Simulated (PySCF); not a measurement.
iron atom (Fe), quintet; PBE/def2-TZVP in PySCF.

PySCF was given this input:
```python
from pyscf import gto, scf, dft, solvent

mol = gto.M(
    atom='''
Fe    0.000000    0.000000    0.000000
''',
    basis='def2-tzvp',
    charge=0,
    spin=4,
    verbose=4,
)

mf = dft.UKS(mol)
mf.xc = 'pbe'
mf.kernel()
mf.analyze()
```

The log (banner, timings and long lists left out):

```
PySCF version 2.14.0

[INPUT] verbose = 4
[INPUT] num. atoms = 1
[INPUT] num. electrons = 26
[INPUT] charge = 0
[INPUT] spin (= nelec alpha-beta = 2S) = 4
[INPUT] symmetry False subgroup None
[INPUT] Mole.unit = angstrom
[INPUT] Symbol           X                Y                Z      unit          X                Y                Z       unit  Magmom
[INPUT]  1 Fe     0.000000000000   0.000000000000   0.000000000000 AA    0.000000000000   0.000000000000   0.000000000000 Bohr   0.0

nuclear repulsion = 0
number of shells = 15
number of NR pGTOs = 92
number of NR cGTOs = 45
basis = def2-tzvp
ecp = {}

******** <class 'pyscf.dft.uks.UKS'> ********
method = UKS
initial guess = minao
damping factor = 0
level_shift factor = 0
DIIS = <class 'pyscf.scf.diis.CDIIS'>
diis_start_cycle = 1
diis_space = 8
diis_damp = 0
SCF conv_tol = 1e-09
SCF conv_tol_grad = None
SCF max_cycles = 50
direct_scf = True
direct_scf_tol = 1e-13
number electrons alpha = 15  beta = 11
XC library pyscf.dft.libxc version 7.1.2
    S. Lehtola, C. Steigemann, M. J. T. Oliveira, and M. A. L. Marques,  SoftwareX 7, 1–5 (2018)
XC functionals = pbe
    J. P. Perdew, K. Burke, and M. Ernzerhof,  Phys. Rev. Lett. 77, 3865 (1996)
    J. P. Perdew, K. Burke, and M. Ernzerhof,  Phys. Rev. Lett. 78, 1396 (1997)
    J. P. Perdew, K. Burke, and M. Ernzerhof,  Phys. Rev. Lett. 77, 3865 (1996)
    J. P. Perdew, K. Burke, and M. Ernzerhof,  Phys. Rev. Lett. 78, 1396 (1997)
radial grids:
    Treutler-Ahlrichs [JCP 102, 346 (1995); DOI:10.1063/1.469408] (M4) radial grids

becke partition: Becke, JCP 88, 2547 (1988); DOI:10.1063/1.454033
pruning grids: <function nwchem_prune>
grids dens level: 3
symmetrized grids: False
atomic radii adjust function: <function treutler_atomic_radii_adjust>
small_rho_cutoff = 0
Set gradient conv threshold to 3.16228e-05
tot grids = 20904
init E= -1262.64193038126

cycle= 1 E= -1251.91126351824  delta_E= 10.7  |g|= 4.25  |ddm|= 3.81

cycle= 2 E= -1253.55870084345  delta_E= -1.65  |g|= 6.35  |ddm|= 6.19

cycle= 3 E= -1261.00495651292  delta_E= -7.45  |g|= 3.21  |ddm|= 3.98

cycle= 4 E= -1262.38760921427  delta_E= -1.38  |g|= 2.01  |ddm|= 1.58
cycle= 5 E= -1263.26502760003  delta_E= -0.877  |g|= 0.704  |ddm|= 1.63
cycle= 6 E= -1263.30721286821  delta_E= -0.0422  |g|= 0.583  |ddm|= 1.26
cycle= 7 E= -1263.38012950125  delta_E= -0.0729  |g|=  0.3  |ddm|= 0.238
cycle= 8 E= -1263.32667261595  delta_E= 0.0535  |g|= 0.567  |ddm|= 0.979
cycle= 9 E= -1263.3461720308  delta_E= -0.0195  |g|= 0.504  |ddm|= 0.153
cycle= 10 E= -1263.34951149807  delta_E= -0.00334  |g|= 0.491  |ddm|= 0.0201
cycle= 11 E= -1263.34087294785  delta_E= 0.00864  |g|= 0.522  |ddm|= 0.142
cycle= 12 E= -1263.33631195103  delta_E= 0.00456  |g|= 0.537  |ddm|= 0.0743
cycle= 13 E= -1263.34598915469  delta_E= -0.00968  |g|= 0.506  |ddm|= 0.081
cycle= 14 E= -1263.36332263004  delta_E= -0.0173  |g|= 0.435  |ddm|= 0.0835
cycle= 15 E= -1263.35083087141  delta_E= 0.0125  |g|= 0.442  |ddm|= 0.954
cycle= 16 E= -1263.33830585445  delta_E= 0.0125  |g|= 0.488  |ddm|= 0.0989
cycle= 17 E= -1263.33849924924  delta_E= -0.000193  |g|= 0.488  |ddm|= 0.00698
cycle= 18 E= -1263.35269584634  delta_E= -0.0142  |g|= 0.434  |ddm|= 0.0735
cycle= 19 E= -1263.35499596227  delta_E= -0.0023  |g|= 0.426  |ddm|= 0.0224
cycle= 20 E= -1263.37900744556  delta_E= -0.024  |g|= 0.362  |ddm|= 0.923
cycle= 21 E= -1263.36993907135  delta_E= 0.00907  |g|= 0.408  |ddm|= 0.176
cycle= 22 E= -1263.38433389862  delta_E= -0.0144  |g|= 0.338  |ddm|= 0.144
cycle= 23 E= -1263.40881664828  delta_E= -0.0245  |g|= 0.185  |ddm|= 0.264
cycle= 24 E= -1263.40281686495  delta_E= 0.006  |g|= 0.234  |ddm|= 0.0506
cycle= 25 E= -1263.40460452941  delta_E= -0.00179  |g|= 0.222  |ddm|= 0.0247
cycle= 26 E= -1263.41556950974  delta_E= -0.011  |g|= 0.105  |ddm|= 0.108
cycle= 27 E= -1263.41672659532  delta_E= -0.00116  |g|= 0.0817  |ddm|= 0.0307
cycle= 28 E= -1263.41764399693  delta_E= -0.000917  |g|= 0.0614  |ddm|= 0.162
cycle= 29 E= -1263.41863511242  delta_E= -0.000991  |g|= 0.025  |ddm|= 0.0943
cycle= 30 E= -1263.41881145874  delta_E= -0.000176  |g|= 0.012  |ddm|= 0.0413
cycle= 31 E= -1263.41877663661  delta_E= 3.48e-05  |g|= 0.019  |ddm|= 0.0372
cycle= 32 E= -1263.41893265132  delta_E= -0.000156  |g|= 0.00762  |ddm|= 0.0659
cycle= 33 E= -1263.41885489862  delta_E= 7.78e-05  |g|= 0.00855  |ddm|= 0.0761
cycle= 34 E= -1263.4189726385  delta_E= -0.000118  |g|= 0.0207  |ddm|= 0.224
cycle= 35 E= -1263.4190459103  delta_E= -7.33e-05  |g|= 0.018  |ddm|= 0.119
cycle= 36 E= -1263.41911569972  delta_E= -6.98e-05  |g|= 0.00849  |ddm|= 0.0236
cycle= 37 E= -1263.41913489441  delta_E= -1.92e-05  |g|= 0.00257  |ddm|= 0.0236
cycle= 38 E= -1263.41912875401  delta_E= 6.14e-06  |g|= 0.0041  |ddm|= 0.0315
cycle= 39 E= -1263.41913091034  delta_E= -2.16e-06  |g|= 0.00273  |ddm|= 0.0522
cycle= 40 E= -1263.41913691268  delta_E= -6e-06  |g|= 0.000268  |ddm|= 0.0255
cycle= 41 E= -1263.41913694129  delta_E= -2.86e-08  |g|= 0.00012  |ddm|= 0.000397
cycle= 42 E= -1263.41913697786  delta_E= -3.66e-08  |g|= 5.56e-05  |ddm|= 0.000865
cycle= 43 E= -1263.41913700362  delta_E= -2.58e-08  |g|= 5.94e-05  |ddm|= 0.000523
cycle= 44 E= -1263.41913730545  delta_E= -3.02e-07  |g|= 6.11e-05  |ddm|= 0.00603
cycle= 45 E= -1263.41913741556  delta_E= -1.1e-07  |g|= 5.5e-05  |ddm|= 0.00221
cycle= 46 E= -1263.41913730982  delta_E= 1.06e-07  |g|= 0.000148  |ddm|= 0.00202
cycle= 47 E= -1263.41913795439  delta_E= -6.45e-07  |g|= 0.000333  |ddm|= 0.0137
cycle= 48 E= -1263.41913779227  delta_E= 1.62e-07  |g|= 0.000321  |ddm|= 0.00366
cycle= 49 E= -1263.41913785876  delta_E= -6.65e-08  |g|= 0.000201  |ddm|= 0.00151
cycle= 50 E= -1263.4191382973  delta_E= -4.39e-07  |g|= 0.000601  |ddm|= 0.0114
SCF not converged.
SCF energy = -1263.4191382973 after 50 cycles  <S^2> = 6.0077632  2S+1 = 5.0031043
**** SCF Summaries ****
Total Energy =                       -1263.419138297299241
Nuclear Repulsion Energy =               0.000000000000000
One-electron Energy =                -1746.268434453311329
Two-electron Energy =                  482.849296156012031
Two-electron Coulomb Energy =          538.242899375006118
DFT Exchange-Correlation Energy =      -55.393603218994080
**** MO energy ****
                             alpha | beta                alpha | beta
MO #1   energy= -254.700609248012  | -254.699430346441  occ= 1 | 1
MO #2   energy= -29.5359785118604  | -29.4787544467498  occ= 1 | 1
MO #3   energy= -25.4793214334411  | -25.4323818890974  occ= 1 | 1
MO #4   energy= -25.4691455215975  | -25.4277255509299  occ= 1 | 1
MO #5   energy= -25.469053244333   | -25.4276616795115  occ= 1 | 1
MO #6   energy= -3.31880925472829  | -3.18436767873266  occ= 1 | 1
MO #7   energy= -2.150342587719    | -2.0116471665174   occ= 1 | 1
MO #8   energy= -2.12569793833061  | -1.99618034131606  occ= 1 | 1
MO #9   energy= -2.12552223376579  | -1.99609258326217  occ= 1 | 1
MO #10  energy= -0.254303694636361 | -0.145973862047354 occ= 1 | 1
MO #11  energy= -0.254250200563433 | -0.14144292520777  occ= 1 | 1
MO #12  energy= -0.241420831604459 | -0.13254527932607  occ= 1 | 0
MO #13  energy= -0.2388971101576   | -0.110509442943667 occ= 1 | 0
MO #14  energy= -0.204706792847821 | -0.110362190896212 occ= 1 | 0
MO #15  energy= -0.180836064472688 | -0.098220499003018 occ= 1 | 0
MO #16  energy= -0.00612989419967125 | 0.0454783950136263 occ= 0 | 0
MO #17  energy= 0.0145182486840691 | 0.0455360385489864 occ= 0 | 0
MO #18  energy= 0.0145398923943939 | 0.0658073002583022 occ= 0 | 0
MO #19  energy= 0.0865943366376185 | 0.114995800062066  occ= 0 | 0
MO #20  energy= 0.153336051709136  | 0.172931155620459  occ= 0 | 0
MO #21  energy= 0.153341404730842  | 0.182135979296707  occ= 0 | 0
MO #22  energy= 0.153707939134349  | 0.185337412277385  occ= 0 | 0
MO #23  energy= 0.160212980899716  | 0.18539948155343   occ= 0 | 0

To work with the spin densities directly, `use mulliken_meta_spin()` only printing them here.

 ** Mulliken spin pop alpha/beta on meta-lowdin orthogonal AOs **
 ** Mulliken Spin Density (per AO)  **
spin_pop of  0 Fe 1s        0.00000
spin_pop of  0 Fe 2s       -0.00001
spin_pop of  0 Fe 3s        0.00021
spin_pop of  0 Fe 4s        0.56903
spin_pop of  0 Fe 5s        0.00896
spin_pop of  0 Fe 6s        0.00117
spin_pop of  0 Fe 2px      -0.00001
spin_pop of  0 Fe 2py      -0.00001
spin_pop of  0 Fe 2pz      -0.00001
spin_pop of  0 Fe 3px       0.00005
spin_pop of  0 Fe 3py       0.00006
spin_pop of  0 Fe 3pz       0.00005
spin_pop of  0 Fe 4px      -0.00003
spin_pop of  0 Fe 4py      -0.00005
spin_pop of  0 Fe 4pz      -0.00004
spin_pop of  0 Fe 5px      -0.00000
spin_pop of  0 Fe 5py      -0.00001
spin_pop of  0 Fe 5pz      -0.00001
spin_pop of  0 Fe 3dxy      0.86146
spin_pop of  0 Fe 3dyz      0.82087
spin_pop of  0 Fe 3dz^2     0.81563
spin_pop of  0 Fe 3dxz      0.41546
spin_pop of  0 Fe 3dx2-y2    0.51592
spin_pop of  0 Fe 4dxy     -0.00054
spin_pop of  0 Fe 4dyz     -0.00083
spin_pop of  0 Fe 4dz^2    -0.00079
spin_pop of  0 Fe 4dxz     -0.00293
spin_pop of  0 Fe 4dx2-y2   -0.00261
spin_pop of  0 Fe 5dxy     -0.00005
spin_pop of  0 Fe 5dyz     -0.00009
spin_pop of  0 Fe 5dz^2    -0.00012
spin_pop of  0 Fe 5dxz     -0.00087
spin_pop of  0 Fe 5dx2-y2   -0.00058
spin_pop of  0 Fe 6dxy      0.00019
spin_pop of  0 Fe 6dyz      0.00017
spin_pop of  0 Fe 6dz^2     0.00018
spin_pop of  0 Fe 6dxz      0.00008
spin_pop of  0 Fe 6dx2-y2    0.00008
spin_pop of  0 Fe 4f-3      0.00001
spin_pop of  0 Fe 4f-2      0.00000
spin_pop of  0 Fe 4f-1      0.00000
spin_pop of  0 Fe 4f+0      0.00000
spin_pop of  0 Fe 4f+1      0.00001
spin_pop of  0 Fe 4f+2     -0.00001
spin_pop of  0 Fe 4f+3     -0.00000
 ** Mulliken Spin Density (per atom)  **
spin density of  0 Fe =      4.00000
 ** Mulliken pop alpha/beta on meta-lowdin orthogonal AOs **
 ** Mulliken pop       alpha | beta **
In total            15.00000 | 11.00000
 ** Mulliken atomic charges   ( Nelec_alpha | Nelec_beta ) **
charge of  0Fe =     -0.00000  (    15.00000     11.00000 )
Dipole moment(X, Y, Z, Debye):  0.00000,  0.00000,  0.00000
```

The run did not converge; its last values are not results.
